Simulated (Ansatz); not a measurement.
The first iterations of a band of BrCl₂Sb (4 atoms, charge 0, multiplicity 1).

The calculation used RKS PBE-D4/def2-mTZVP (Ansatz).

```json
{
  "movable images": "6",
  "climbing image": "no",
  "spring": "5.0 eV/Å²",
  "optimiser": "quadratic models (default)",
  "start path": "IDPP",
  "force threshold": "0.03 eV/Å",
  "iteration limit": "60",
  "end points": "relaxed"
}
```

First end point:

```xyz
4
Properties=species:S:1:pos:R:3
Cl 1.300 0.473 1.614
Sb -0.720 -0.117 0.479
Cl 0.105 -2.014 -0.720
Br -0.629 1.597 -1.393
```

Last end point:

```xyz
4
Properties=species:S:1:pos:R:3
Cl 0.888 0.420 1.882
Sb 0.755 0.074 -0.480
Cl -0.307 -2.067 -0.453
Br -1.281 1.512 -0.970
```

| iteration | highest image above the first end (eV) | largest band force component (eV/Å) |
| --- | --- | --- |
| 1 | 1.743 | 2.454 |
| 2 | 1.164 | 0.602 |

Question: Does the band converge within its limit, and where does its top end?

Answer: The forces met the threshold. It ended after 5 iterations with the highest image 1.155 eV above the first end. No image climbed, so the highest image needn't sit at the top of the path.

Time of the run: 72 s on 2 threads of Arm Neoverse V2, on a shared host, peak memory 0.17 GiB.
